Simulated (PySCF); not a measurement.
How the method changes the constants of KGe

State: ⁴Σ⁻ (quartet), unpaired electrons σ ↑, π ↑↑. Set-up: PySCF, no relativity, basis sets K def2-SVP, Ge def2-SVP. De refers to K + Ge in their high-spin ground configurations, without counterpoise correction. The functionals are run spin-unrestricted. A positive dipole means K(−)Ge(+). Levels whose curve was spin-contaminated or gave no clean fit are not listed.

```
      Level  Re (Å)  ωe (cm⁻¹)  De (eV)   μ (D)  CPU s a point (SCF and correlation, without the integrals)
        UHF   3.177        158     1.04  -11.07                                                        0.23
    UHF-MP2   3.124        161     1.38     n/a                                                        0.38
UHF-SCS-MP2   3.134        160     1.25     n/a                                                         n/a
        PBE   3.106        151     1.45   -8.37                                                        0.85
     r²SCAN   3.102        159     1.64   -9.62                                                         1.1
      B3LYP   3.116        152     1.24   -8.63                                                        0.98
       PBE0   3.089        159     1.45   -9.35                                                         1.5
        M06   3.050        167     1.38   -9.69                                                         3.6
  BHandHLYP   3.099        160     1.20   -9.59                                                        0.72
```

Task: What does a quarter of exact exchange do here, going from PBE to PBE0?

Result: PBE0 less PBE: -1.7 pm in Re, +5.3 % in ωe, +0.00 eV in De. Exact exchange removes part of the self-interaction that spreads semilocal densities, and in most molecules shortens and stiffens the bond and lowers De; so it does here.

Task: What does the step from GGA to meta-GGA do here, going from PBE to r²SCAN?

Result: r²SCAN less PBE: -0.4 pm in Re, +5.3 % in ωe, +0.19 eV in De. 

Correlated steps freeze 14 core orbitals. Correlated levels converge slowly with the basis: in double zeta they bind strong bonds too weakly, by up to about 1 eV, and carry superposition errors of some tenths. Spin–orbit coupling is left out. The state is the lowest determinant that a PBE0 search found; another state may lie lower at other levels.

The whole job (state search and all levels along the bond) took about 3.2 min on 1 thread of Intel Xeon Platinum 8259CL @ 2.50GHz (shared host), peak memory 0.72 GiB.
